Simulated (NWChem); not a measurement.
System: CH5MgNS; SMILES [Mg]([NH2])[S]C

Here is an NWChem input.

```
start job
memory heap 200 mb stack 900 mb global 1100 mb
geometry units angstroms noautosym nocenter noautoz
  Mg    -0.018082    -1.121293    -0.100924
  N     -0.309014    -2.981188    -0.226226
  H     -0.401348    -3.632268     0.548315
  H     -0.380326    -3.527410    -1.079959
  S      0.351929     1.152888     0.068067
  C     -1.330502     1.879167     0.089749
  H     -1.885303     1.673488    -0.836687
  H     -1.209448     2.967964     0.176031
  H     -1.922135     1.536064     0.950358
end
basis spherical
  * library def2-svpd
end
dft
  xc xcamb88 1.00 lyp 0.81 vwn_5 0.19 hfexch 1.00
  cam 0.33 cam_alpha 0.19 cam_beta 0.46
  iterations 150
end
property
  response 1 0.0
end
task dft property
```

Output (shortened):

```
             Northwest Computational Chemistry Package (NWChem) 7.3.0
             --------------------------------------------------------

                             Geometry "geometry" -> ""
                             -------------------------

 Output coordinates in angstroms (scale by  1.889725989 to convert to a.u.)

  No.       Tag          Charge          X              Y              Z
 ---- ---------------- ---------- -------------- -------------- --------------
    1 Mg                  12.0000    -0.01808200    -1.12129300    -0.10092400
    2 N                    7.0000    -0.30901400    -2.98118800    -0.22622600
    3 H                    1.0000    -0.40134800    -3.63226800     0.54831500
    4 H                    1.0000    -0.38032600    -3.52741000    -1.07995900
    5 S                   16.0000     0.35192900     1.15288800     0.06806700
    6 C                    6.0000    -1.33050200     1.87916700     0.08974900
    7 H                    1.0000    -1.88530300     1.67348800    -0.83668700
    8 H                    1.0000    -1.20944800     2.96796400     0.17603100
    9 H                    1.0000    -1.92213500     1.53606400     0.95035800

 Effective nuclear repulsion energy (a.u.)     170.3124596153

                              NWChem Property Module
                              ----------------------

                                 NWChem DFT Module
                                 -----------------

 Summary of "ao basis" -> "ao basis" (spherical)
 ------------------------------------------------------------------------------
       Tag                 Description            Shells   Functions and Types
 ---------------- ------------------------------  ------  ---------------------
 Mg                        def2-svpd                 9       21   4s4p1d
 N                         def2-svpd                 8       20   4s2p2d
 H                         def2-svpd                 4        8   2s2p
 S                         def2-svpd                11       27   5s4p2d
 C                         def2-svpd                 8       20   4s2p2d

            General Information
            -------------------
          SCF calculation type: DFT
          Wavefunction type:  closed shell.
          No. of atoms     :     9
          No. of electrons :    46
           Alpha electrons :    23
            Beta electrons :    23
          Charge           :     0
          Spin multiplicity:     1
          Use of symmetry is: off; symmetry adaption is: off
          Maximum number of iterations: 150
          AO basis - number of functions:   128
                     number of shells:    56
          Convergence on energy requested:  1.00D-06
          Convergence on density requested:  1.00D-05
          Convergence on gradient requested:  5.00D-04

              XC Information
              --------------
                     Hartree-Fock (Exact) Exchange  1.000
                   CAM-Becke88 Exchange Functional  1.000
                      VWN V Correlation Functional  0.190 local
              Lee-Yang-Parr Correlation Functional  0.810

           Range-Separation Parameters
           ---------------------------
           Alpha           :  0.19
           Beta            :  0.46
           Gamma           :  0.33
           Short-Range HF  :     F

             Grid Information
             ----------------
          Grid used for XC integration:  medium
          Radial quadrature: Mura-Knowles
          Angular quadrature: Lebedev.
          Tag              B.-S. Rad. Rad. Pts. Rad. Cut. Ang. Pts.
          ---              ---------- --------- --------- ---------
          Mg                  1.50       88          12.0       590
          N                   0.65       49          14.0       434
          H                   0.35       45          15.0       434
          S                   1.00       88          13.0       590
          C                   0.70       49          13.0       434
          Grid pruning is: on
          Number of quadrature shells:   499
          Spatial weights used:  Erf1

      Superposition of Atomic Density Guess
      -------------------------------------

 Sum of atomic energies:        -691.25252143

      Non-variational initial energy
      ------------------------------

 Total energy =    -692.582003
 1-e energy   =   -1293.347564
 2-e energy   =     430.453102
 HOMO         =      -0.298693
 LUMO         =      -0.073153

   convergence    iter        energy       DeltaE   RMS-Dens  Diis-err
 ---------------- ----- ----------------- --------- --------- ---------
 d= 0,ls=0.0,diis     1   -693.8189873106 -8.64D+02  1.29D-02  6.08D-01
 d= 0,ls=0.0,diis     2   -693.8205446838 -1.56D-03  4.84D-03  6.61D-01
 d= 0,ls=0.0,diis     3   -693.8948473388 -7.43D-02  1.05D-03  2.01D-02
 d= 0,ls=0.0,diis     4   -693.8972365262 -2.39D-03  3.47D-04  1.44D-03
 d= 0,ls=0.0,diis     5   -693.8974623451 -2.26D-04  1.38D-04  7.55D-05
  Resetting Diis
 d= 0,ls=0.0,diis     6   -693.8974806916 -1.83D-05  4.62D-05  1.00D-05
 d= 0,ls=0.0,diis     7   -693.8974832289 -2.54D-06  1.57D-05  8.99D-07
 d= 0,ls=0.0,diis     8   -693.8974833806 -1.52D-07  7.24D-06  7.13D-07

         Total DFT energy =     -693.897483380593
      One electron energy =    -1297.528113767726
           Coulomb energy =      489.658242627293
    Exchange-Corr. energy =      -56.340071855478
 Nuclear repulsion energy =      170.312459615317

 Numeric. integr. density =       45.999994927373

                       DFT Final Molecular Orbital Analysis
                       ------------------------------------

 Vector   21  Occ=2.000000D+00  E=-3.165568D-01
              MO Center=  1.7D-01,  1.0D+00,  5.7D-02, r^2= 2.6D+00
   Bfn.  Coefficient  Atom+Function         Bfn.  Coefficient  Atom+Function
  ----- ------------  ---------------      ----- ------------  ---------------
    25      0.530401  2 N  s                 70     -0.443103  5 S  py
    67     -0.331059  5 S  py                69     -0.290889  5 S  px
    12      0.229611  1 Mg py                66     -0.212147  5 S  px
    64     -0.189920  5 S  py                 9      0.184891  1 Mg py
    62     -0.180937  5 S  s                 60     -0.163148  5 S  s

 Vector   22  Occ=2.000000D+00  E=-2.936329D-01
              MO Center= -3.0D-01, -2.9D+00, -2.2D-01, r^2= 1.3D+00
   Bfn.  Coefficient  Atom+Function         Bfn.  Coefficient  Atom+Function
  ----- ------------  ---------------      ----- ------------  ---------------
    26      0.547574  2 N  px                29     -0.379233  2 N  px
    11     -0.084122  1 Mg px                62     -0.082542  5 S  s
    88      0.081918  6 C  s                 27     -0.081209  2 N  py
    17      0.077376  1 Mg d -2               8     -0.076768  1 Mg px
    47     -0.076704  3 H  px                55     -0.076710  4 H  px

 Vector   23  Occ=2.000000D+00  E=-2.836814D-01
              MO Center=  2.0D-01,  1.1D+00,  5.9D-02, r^2= 2.1D+00
   Bfn.  Coefficient  Atom+Function         Bfn.  Coefficient  Atom+Function
  ----- ------------  ---------------      ----- ------------  ---------------
    71      0.566245  5 S  pz                68      0.430371  5 S  pz
    65      0.242951  5 S  pz               105      0.121863  7 H  s
   121     -0.121090  9 H  s                 91     -0.112369  6 C  pz
   106      0.110480  7 H  s                122     -0.110429  9 H  s
    74      0.108799  5 S  pz                10      0.065986  1 Mg pz

 Vector   24  Occ=0.000000D+00  E=-1.368822D-02
              MO Center= -1.6D-01, -1.3D+00, -1.4D-01, r^2= 8.6D+00
   Bfn.  Coefficient  Atom+Function         Bfn.  Coefficient  Atom+Function
  ----- ------------  ---------------      ----- ------------  ---------------
     4      1.979626  1 Mg s                 62     -1.184097  5 S  s
    73      0.634179  5 S  py                12      0.617955  1 Mg py
     3      0.535192  1 Mg s                 61     -0.294764  5 S  s
    70      0.252229  5 S  py                25     -0.241933  2 N  s
   106     -0.217167  7 H  s                122     -0.218161  9 H  s

 Vector   25  Occ=0.000000D+00  E= 1.290613D-02
              MO Center= -9.0D-02, -4.9D-01, -6.0D-02, r^2= 1.2D+01
   Bfn.  Coefficient  Atom+Function         Bfn.  Coefficient  Atom+Function
  ----- ------------  ---------------      ----- ------------  ---------------
    14      0.721472  1 Mg px                62      0.576057  5 S  s
    88     -0.506393  6 C  s                  4     -0.370983  1 Mg s
    25     -0.344748  2 N  s                 15     -0.341533  1 Mg py
   114      0.319117  8 H  s                 73     -0.263950  5 S  py
    86      0.201147  6 C  s                 12     -0.183562  1 Mg py

[...]

 DFT Linear Response polarizability / au
 Frequency  =       0.0000000 / au
              X              Y              Z
 -----------------------------------------------
 X      66.6591058     -3.7563485     -0.1296439
 Y      -3.7563613     82.3767678      1.6564963
 Z      -0.1296456      1.6564944     57.9237001
 -----------------------------------------------
 Eigenvalues =      65.8146662     83.3347504     57.8101571
 Isotropic   =      68.9865246
 Anisotropic =      22.6111740
 -----------------------------------------------

 Magnetic Dipole Response Matrix (nonzero elements):

 Exiting AOResponse driver routine
```

Level: CAM-B3LYP/def2-SVPD. Coordinates come from a PBE0/def2-SVP optimisation.
